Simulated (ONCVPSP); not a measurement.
An all-electron radial function and its pseudo partner (Al (Z = 13))

Columns: radius, all-electron u(r) and pseudo u(r) of the 2s shell (level -116.50 eV) of aluminium in the configuration [He] 2s2 2p6 3s2; PBE, scalar-relativistic, ONCV scheme, ONCVPSP 4.0.1.

```
r (bohr)  all-electron  pseudo
   0.053       -0.5900  0.2160
   0.105       -0.4450  0.4206
   0.158       -0.0538  0.6147
   0.210        0.3562  0.7851
   0.262        0.7071  0.9309
   0.315        0.9767  1.0508
   0.368        1.1579  1.1398
   0.420        1.2616  1.1971
   0.473        1.3063  1.2259
   0.525        1.3048  1.2275
   0.578        1.2703  1.2058
   0.630        1.2138  1.1650
   0.683        1.1417  1.1081
   0.735        1.0627  1.0415
   0.788        0.9784  0.9665
   0.840        0.8953  0.8894
   0.893        0.8125  0.8101
   0.945        0.7348  0.7341
   0.998        0.6602  0.6600
   1.050        0.5921  0.5920
   1.102        0.5292  0.5291
   1.155        0.4706  0.4705
   1.208        0.4173  0.4172
   1.260        0.3701  0.3700
   1.313        0.3267  0.3267
   1.365        0.2887  0.2886
```

Problem. How many radial nodes do the two functions have?

Solution. The all-electron 2s function has n − l − 1 = 1; the pseudo-wave has 0, since the states of the same l below it are removed with the core.

Problem. At about which radius was the pseudo-wave matched?

Solution. 1.05 bohr, where the columns begin to agree (steps of 0.05 bohr).

Problem. Is the pseudo-wave norm-conserving?

Solution. Yes: the ONCV scheme keeps the norm inside the radius equal to the all-electron one, which fixes the energy derivative of the logarithmic derivative at the level.
